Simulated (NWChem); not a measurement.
System: C3H7NSi; SMILES [SiH3]NCC#C

Here is an NWChem input.

```
start job
memory heap 200 mb stack 900 mb global 1100 mb
geometry units angstroms
  C      2.151137     1.548299     0.254581
  C      1.556564     0.531166     0.466160
  C      0.789850    -0.695353     0.617288
  N     -0.202695    -0.873519    -0.422892
  Si    -1.755041    -0.132564    -0.359690
  H      2.686354     2.438468     0.105522
  H      0.272638    -0.676281     1.581087
  H      1.482190    -1.548590     0.612497
  H      0.233525    -0.961961    -1.329250
  H     -2.336403    -0.577324     0.908527
  H     -2.442407    -0.672396    -1.529820
  H     -1.769445     1.337437    -0.393480
end
basis spherical
  * library def2-svp
end
dft
  xc pbe0
  iterations 150
end
driver
  maxiter 120
end
task dft optimize
```

No frequency run checked for a minimum.

The level has its own optimisation. Brackets give each atom's bonded neighbours.

Question: What results follow from this input? (PBE0/def2-SVP.) Quantities: r C–C [C(CC)–C(CH)] (Å); r C–H [C(CH)–H(C)] (Å); r C–C [C(CC)–C(CHHN)] (Å); r C–N (Å); dipole (D).

Answer: 
```yaml
r C–C [C(CC)–C(CH)] (Å): 1.211
r C–H [C(CH)–H(C)] (Å): 1.074
r C–C [C(CC)–C(CHHN)] (Å): 1.469
r C–N (Å): 1.447
dipole (D): 0.84
```
